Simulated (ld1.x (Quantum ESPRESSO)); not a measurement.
Values are calculated unless marked as measured or tabulated.
Hardness and transferability of assorted potentials

Generated with ld1.x 7.5 (TM, RRKJ, ultrasoft, PAW), atompaw 4.2 or ONCVPSP 4.0.1. The cutoff is in Ry: for ld1.x and atompaw files where the sum of valence levels is converged to 10 mRy in a Bessel basis, for ONCV files where the hardest occupied wave has 1 mHa per electron of residual kinetic energy. The error is the largest all-electron minus pseudo excitation energy over each file’s own four to seven test configurations (ionisations up to +4, promotions, holes and added fractions of an electron), all of which were solved. The labels leave out finer settings (local radius, basis sizes, second energies), which also bear on the numbers. Spin-polarised tests are not counted. The rows are a selection from randomly drawn settings: files with unsolved tests, undetermined cutoffs or missed reference levels are left out.

A true bound ghost makes a file unfit for plane-wave use even where its test errors are small: the radial tests pick states by their node count and pass the ghost by.

```tsv
element	potential	cutoff (Ry)	largest error (meV)	bound ghosts
Be	TM, PBE, non-relativistic, rc 2.25/3.60/3.35 (spd), local p, core correction no, reference 2s1.75 2p0	8	-95	none
Br	TM, PBE, scalar-relativistic, rc 1.25/1.65/1.70 (spd), local d, core correction yes, reference 4s1.5 4p5.5	45	-86	none
Nb	TM, PBEsol, fully relativistic, rc 2.55/3.35/2.10 (spd), local smoothed, core correction yes, reference 4d4 5s1 5p0	35	-497	none
Tc	TM, revPBE, scalar-relativistic, rc 2.08/2.50/1.50 (spd), local s, core correction yes, reference 4d5 5s1.5 5p0	50	-141	none
Pt	RRKJ, PBEsol, scalar-relativistic, rc 1.05/1.70/2.30 (spd), local s, core correction no, reference 5s2 5p6 5d8 6s0 6p0	140	+321	none
```

Fill in the row for Pt: TM, LDA (PZ), fully relativistic, rc 2.00/3.30/2.15 (spd), local s, core correction no, reference 5d9 6s0.5 6p0.5.

cutoff 40 Ry, largest error -182 meV, bound ghosts: none.

Fill in the row for Pb: PAW, LDA (PZ), non-relativistic, rc 2.45/2.30/1.70 (spd), local smoothed, core correction yes, reference 5d10 6s2 6p0.

cutoff 50 Ry, largest error +217 meV, bound ghosts: s.
